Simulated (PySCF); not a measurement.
A calculated (r2SCAN, PySCF 2.14, cc-pVDZ-DK, the spin-free X2C one-electron Hamiltonian (Gaussian nucleus)) atom or ion has these occupied shells.

| shell | electrons | orbital energy (eV) | rms radius, mean of both spins (bohr) |
| --- | --- | --- | --- |
| 1s | 2 | -10258.7 | 0.0560 |
| 2s | 2 | -1282.6 | 0.236 |
| 2p | 6 | -1116.1 | 0.211 |
| 3s | 2 | -161.44 | 0.699 |
| 3p | 6 | -110.51 | 0.737 |
| 3d | 10 | -28.223 | 0.919 |
| 4s | 2 | -16.645 | 2.38 |

Question: Name the element and its charge.

Answer: Ga+ (gallium, charge +1), in [Ar] 3d10 4s2, closed-shell 1S.
